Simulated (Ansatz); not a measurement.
Basis-set extrapolation for ClH5O2Si2 (`O[SiH2][SiH](O)Cl`) (PBE0-D4/def2-TZVP geometry, frozen core, the Gaussian-basis code of Ansatz). Multiplicity 1, RHF reference.

|  | def2-TZVPP | def2-QZVPP |
| --- | --- | --- |
| HF | -1190.260060 | -1190.298714 |
| MP2 correlation | -0.909108 | -0.988347 |
| CCSD(T) correlation | -0.992146 | not run |

Energies in hartree. Use E(X) = E(∞) + A·exp(−7.88·√X) for Hartree–Fock and E(X) = E(∞) + B·X^(−2.97) for correlation, with X = 3 and 4, and add CCSD(T) minus MP2 of the smaller set to the MP2 limit.

Question: What is the CCSD(T) energy at the basis-set limit?

Answer: HF limit: -1190.298714 + (-0.038654) × 0.13774 = -1190.30404. MP2 limit: -0.988347 + (-0.079239) × 0.74074 = -1.04704. Higher-order term: -0.992146 − (-0.909108) = -0.08304. Total: -1191.43412 hartree, 114.2 kcal/mol below CCSD(T)/def2-TZVPP.
